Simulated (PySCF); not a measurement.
Ge(Cl)3(SiH3) (Cl3GeH3Si), SMILES [Cl][Ge]([Cl])([SiH3])[Cl]. Atoms are numbered in the order given.

```xyz
8

Si     0.0000     0.0000     2.3741
Ge     0.0000     0.0000    -0.0156
Cl     1.7493     1.0100    -0.8079
Cl    -1.7493     1.0100    -0.8079
Cl     0.0000    -2.0200    -0.8079
H      1.2278    -0.7089     2.8211
H     -1.2278    -0.7089     2.8211
H      0.0000     1.4178     2.8211
```
Charge 0, spin multiplicity 1.

The structure is a stationary point at B3LYP-D3(BJ)/def2-SVP.

Computed with TDA-PBE/def2-SVPD (PySCF).

Vertical excitations; the highest root listed may be one member of a degenerate set. Gas-phase values at a fixed geometry. State labels are in the subgroup Cs.

Task: List the lowest excited states. (The exact figures need the calculation; the answer reports its results.)

Result: 
```csv
state,symmetry,energy (eV),λ (nm),f,main pairs
S1,A",5.13,242,0.000,HOMO−1→LUMO 99 %
S2,A',5.23,237,0.124,HOMO→LUMO 94 %
S3,A",5.44,228,0.011,HOMO−2→LUMO (degenerate set)
S4,A',5.44,228,0.011,HOMO−3→LUMO (degenerate set)
S5,A',5.76,215,0.002,HOMO−4→LUMO (degenerate set)
S6,A",5.76,215,0.002,HOMO−5→LUMO (degenerate set)
S7,A",6.17,201,0.002,"HOMO→LUMO+1, HOMO−1→LUMO+2 (degenerate set)"
S8,A',6.17,201,0.002,"HOMO→LUMO+2, HOMO−1→LUMO+1 (degenerate set)"
S9,A",6.36,195,0.047,"HOMO−1→LUMO+2, HOMO→LUMO+1, HOMO−2→LUMO+2, HOMO−3→LUMO+1 (degenerate set)"
S10,A',6.36,195,0.047,"HOMO−1→LUMO+1, HOMO→LUMO+2, HOMO−2→LUMO+1, HOMO−3→LUMO+2 (degenerate set)"
T1,A',4.58,270,0,HOMO→LUMO 99 %
T2,A",4.86,255,0,HOMO−1→LUMO 99 %
T3,A',5.07,245,0,HOMO−3→LUMO (degenerate set)
T4,A",5.07,245,0,HOMO−2→LUMO (degenerate set)
```
Triplets are in the Tamm–Dancoff approximation.
